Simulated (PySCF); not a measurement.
# Computed records: FH4OSi2, ClF2Si, BFH4Si2, FH3OSi2

All values are calculated (PySCF 2.14.0). Calculation on a computer-drawn molecule: the log of a Hartree-Fock and frozen-core CCSD(T) single point meant for a local Hartree-Fock minimum, with one planted fault or none, to be diagnosed. Offsets are logged minus clean, where the clean run is the same molecule without the fault. The reference is restricted for singlets and unrestricted otherwise, and also for a bond in bohr or an excited solution. Adding or removing an electron swaps singlet and doublet. The excited solution moves the top pair (singlet) or top alpha electron (doublet) to the lowest empty orbital. Highest occupied and lowest empty are orbital energies over both spins, largest force is the largest gradient component, triples share is (T) over the correlation energy, the T1 limit is 0.02 restricted and 0.045 unrestricted, electrons count all cores, a negative frequency is imaginary (commonest isotopes), and the dipole is about the centre of nuclear charge.

Common to all runs: meant charge 0; meant basis cc-pV(D+d)Z; logged SCF converged yes; possible faults no fault, one electron removed, one electron added, multiplicity raised by two, geometry at a saddle point, SCF held on an excited solution, minimal basis STO-3G, one bond length entered in bohr, all coordinates scaled.

```json
{"entry": 1, "formula": "FH4OSi2", "logged_structure": {"atoms_angstrom": [["F", 0.0661, 0.2995, 2.0239], ["Si", 1.3191, -0.5102, 1.3977], ["O", 1.4774, -0.0683, -0.1577], ["Si", 0.9084, 0.6286, -1.5438], ["H", 2.5222, -0.1072, 2.158], ["H", -0.4657, 0.1588, -1.8118], ["H", 1.7965, 0.2304, -2.6516], ["H", 0.9118, 2.0974, -1.3997]]}, "given": {"meant_multiplicity": 2, "logged_electrons": 49, "logged_basis_functions": 32, "logged_spin_squared": 0.7547, "logged_highest_occupied [eV]": -5.7544, "logged_lowest_empty [eV]": 6.0991, "logged_largest_force [hartree/bohr]": 0.025991, "logged_T1_diagnostic": 0.016752, "logged_D1_diagnostic": 0.095221, "logged_triples_share": 0.038723, "logged_CC_converged": "yes", "logged_dipole_magnitude [debye]": 1.0851, "logged_SCF_stable_within_its_kind": "yes", "logged_energy_HF [hartree]": -745.41793, "logged_energy_CCSD(T) [hartree]": -745.57691, "drawn_bonds_atom": [1, 2, 3, 2, 4, 4, 4], "drawn_bonds_other_atom": [2, 3, 4, 5, 6, 7, 8], "drawn_bonds_order": [1, 1, 1, 1, 1, 1, 1]}, "results": {"planted_fault": "minimal basis STO-3G", "HF_energy_offset_from_clean_run [kcal/mol]": 5771, "CCSD(T)_energy_offset_from_clean_run [kcal/mol]": 6044}}
{"entry": 2, "formula": "ClF2Si", "logged_structure": {"atoms_angstrom": [["F", -2.3945, 0.634, 1.3353], ["Si", -1.0498, -0.2261, 1.3477], ["F", -1.0857, -1.1443, 0.0424], ["Cl", 0.5436, 1.0391, 1.2207]]}, "given": {"meant_multiplicity": 2, "logged_electrons": 49, "logged_basis_functions": 74, "logged_spin_squared": 0.8116, "logged_highest_occupied [eV]": -3.7783, "logged_lowest_empty [eV]": -2.8732, "logged_largest_force [hartree/bohr]": 0.057063, "logged_dipole_magnitude [debye]": 2.1828, "logged_SCF_stable_within_its_kind": "no", "logged_energy_HF [hartree]": -947.19481, "drawn_bonds_atom": [1, 2, 2], "drawn_bonds_other_atom": [2, 3, 4], "drawn_bonds_order": [1, 1, 1]}, "results": {"planted_fault": "SCF held on an excited solution", "HF_energy_offset_from_clean_run [kcal/mol]": 164.6}, "notes": ["coupled-cluster numbers left out as unreliable"]}
{"entry": 3, "formula": "BFH4Si2", "logged_structure": {"atoms_angstrom": [["F", -0.385, 1.9464, -2.0337], ["Si", -1.3858, 1.39, -0.8549], ["B", -0.3529, -0.3662, -0.543], ["Si", 1.1904, -0.6544, 0.7682], ["H", -0.6809, -1.3419, -1.1703], ["H", 2.3701, -1.1843, 0.0403], ["H", 0.7678, -1.6491, 1.7885], ["H", 1.6002, 0.5822, 1.4798]]}, "given": {"meant_multiplicity": 1, "logged_electrons": 47, "logged_basis_functions": 94, "logged_spin_squared": 1.1078, "logged_highest_occupied [eV]": -1.4368, "logged_lowest_empty [eV]": 6.1769, "logged_largest_force [hartree/bohr]": 0.032863, "logged_T1_diagnostic": 0.054445, "logged_D1_diagnostic": 0.26235, "logged_triples_share": 0.026191, "logged_CC_converged": "yes", "logged_dipole_magnitude [debye]": 1.3194, "logged_SCF_stable_within_its_kind": "yes", "logged_energy_HF [hartree]": -704.30116, "logged_energy_CCSD(T) [hartree]": -704.8282, "drawn_bonds_atom": [1, 2, 3, 3, 4, 4, 4], "drawn_bonds_other_atom": [2, 3, 4, 5, 6, 7, 8], "drawn_bonds_order": [1, 1, 1, 1, 1, 1, 1]}, "results": {"planted_fault": "one electron added", "HF_energy_offset_from_clean_run [kcal/mol]": -7.284, "CCSD(T)_energy_offset_from_clean_run [kcal/mol]": -16.87}, "notes": ["T1 above single-reference limit"]}
{"entry": 4, "formula": "FH3OSi2", "logged_structure": {"atoms_angstrom": [["F", -1.0607, 1.5655, 0.8134], ["Si", 0.3975, 2.0732, 0.2804], ["O", 1.2645, 0.701, 0.4595], ["Si", 1.271, -0.8952, 0.9309], ["H", 2.6338, -1.4198, 0.7286], ["H", 0.3119, -1.6589, 0.1096], ["H", 0.9016, -0.993, 2.3562]]}, "given": {"meant_multiplicity": 1, "logged_electrons": 48, "logged_basis_functions": 89, "logged_spin_squared": 0.0, "logged_highest_occupied [eV]": -10.406, "logged_lowest_empty [eV]": 1.6018, "logged_largest_force [hartree/bohr]": 1.8318e-06, "logged_lowest_frequency [cm^-1]": 65.909, "logged_T1_diagnostic": 0.015019, "logged_D1_diagnostic": 0.047655, "logged_triples_share": 0.02179, "logged_CC_converged": "yes", "logged_dipole_magnitude [debye]": 1.1226, "logged_SCF_stable_within_its_kind": "yes", "logged_energy_HF [hartree]": -754.04521, "logged_energy_CCSD(T) [hartree]": -754.64228, "drawn_bonds_atom": [1, 2, 3, 4, 4, 4], "drawn_bonds_other_atom": [2, 3, 4, 5, 6, 7], "drawn_bonds_order": [1, 1, 1, 1, 1, 1]}, "results": {"planted_fault": "no fault", "HF_energy_offset_from_clean_run [kcal/mol]": 0.0, "CCSD(T)_energy_offset_from_clean_run [kcal/mol]": 0.0}}
```
